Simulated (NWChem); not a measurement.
System: C2H5ClOSi; SMILES O[SiH2]/C=C/Cl

NWChem input:

```
start job
memory heap 200 mb stack 900 mb global 1100 mb
geometry units angstroms noautoz
  O     -0.789752    -2.774886     0.298575
  Si     0.434437    -1.747452    -0.173987
  C     -0.167993     0.000780    -0.433633
  C      0.320570     1.011711     0.290351
  Cl    -0.166917     2.659788     0.120009
  H     -1.255777    -2.545201     1.107803
  H      1.530628    -1.669209     0.843738
  H      0.942093    -2.326759    -1.445950
  H     -0.934647     0.224868    -1.185309
  H      1.086143     0.887103     1.063341
end
basis spherical
  * library def2-svp
end
dft
  xc m06-2x
  iterations 150
  mulliken
end
task dft energy
```

Structure relaxed at the PBE0/def2-SVP level.

Q: What results follow from this input? (M06-2X/def2-SVP.) Quantities: energy (Ha); highest occupied level (eV); orbital gap (eV); dipole (D).

A: 
| Property | Value |
|---|---|
| energy (Ha) | -903.70 |
| highest occupied level (eV) | -8.86 |
| orbital gap (eV) | 8.96 |
| dipole (D) | 1.20 |
